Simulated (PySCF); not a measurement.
**Quadrupolar nuclei of `CC(C)C[P@@](C)(=O)CC#N` in NMR**

Species: C7H14NOP.
Numbering: `[CH3:1][CH:2]([CH3:3])[CH2:4][P@@:5]([CH3:6])(=[O:7])[CH2:8][C:9]#[N:10]` (hydrogens: H11, H12, H13 on C1; H14 on C2; H15, H16, H17 on C3; H18, H19 on C4; H20, H21, H22 on C6; H23, H24 on C8)

Geometry (GFN2-xTB, Å), atoms numbered from 1 in this order:
```
atom  x, y, z in Å
C1    -1.837   -1.130    0.053
C2    -1.608    0.376    0.036
C3    -2.558    1.062   -0.942
C4    -0.161    0.698   -0.330
P5     1.024    0.110    0.951
C6     2.494    1.187    0.757
O7     0.500    0.062    2.321
C8     1.666   -1.551    0.394
C9     2.104   -1.498   -0.962
N10    2.440   -1.421   -2.053
H11   -2.888   -1.352    0.224
H12   -1.542   -1.577   -0.896
H13   -1.263   -1.581    0.860
H14   -1.790    0.762    1.045
H15   -2.391    0.694   -1.953
H16   -2.408    2.139   -0.938
H17   -3.592    0.861   -0.670
H18    0.106    0.279   -1.302
H19   -0.028    1.783   -0.382
H20    2.207    2.199    1.037
H21    3.265    0.844    1.446
H22    2.873    1.175   -0.261
H23    0.877   -2.297    0.516
H24    2.497   -1.806    1.059
```

Computed at PBE0/pcSseg-1 (PySCF, non-relativistic):

```
atom        environment  nucleus  spin I    Q (b)  CQ = χzz (MHz)      η
  O7  phosphoryl oxygen      17O     5/2  -0.0256          -4.943  0.140
 N10   nitrile nitrogen      14N       1  0.02044          -4.612  0.034
```

Task: Which field gradients stand behind these couplings (CQ in MHz = 234.96 × Q in b × Vzz in au)?

Result: The tensor is traceless, so η fixes the two smaller values:

```json
{"atom": "O7", "Vxx (au)": "-0.353", "Vyy (au)": "-0.469", "Vzz (au)": "0.822", "Vzz (10²¹ V/m²)": "7.99"}
{"atom": "N10", "Vxx (au)": "0.464", "Vyy (au)": "0.497", "Vzz (au)": "-0.960", "Vzz (10²¹ V/m²)": "-9.33"}
```

Task: PQ = |CQ|√(1 + η²/3), νQ = 3|CQ|/[2I(2I − 1)], ν0 = |g|·7.62259 MHz/T·B with g(17O) = −0.75752, g(14N) = 0.40376: values at 7.05 T?

Result: 
| atom | PQ (MHz) | νQ (MHz) | ν0 (MHz) | νQ/ν0 |
| --- | --- | --- | --- | --- |
| O7 | 4.960 | 0.742 | 40.71 | 0.018 |
| N10 | 4.613 | 6.918 | 21.70 | 0.319 |

For O7: PQ = 4.943 × 1.0033, νQ = 4.943 × 0.1500, ν0 = 5.7742 MHz/T × 7.05 T.

For N10 νQ isn't small against ν0, so the high-field expansions of solid-state NMR fail there at this field.

Task: Second-order quadrupolar shift of the central transition's centre of gravity (half-integer spins, νQ < ν0/10) at 7.05 and 14.1 T.

Result: From −(3/40)(PQ/ν0)²[I(I + 1) − 3/4]/[I(2I − 1)]², which goes as 1/B² (ppm):

| site | 7.05 T | 14.1 T |
| --- | --- | --- |
| 17O at O7 | -89.1 | -22.3 |

Solvent, lattice and vibrations would change these gradients. The structure is a single GFN2-xTB conformer in the gas phase; no vibrational or solvent corrections. GFN2-xTB bond lengths can be off by several hundredths of an ångström, more for odd bonds, and the gradients follow them. A larger basis could move these couplings by a tenth or more.
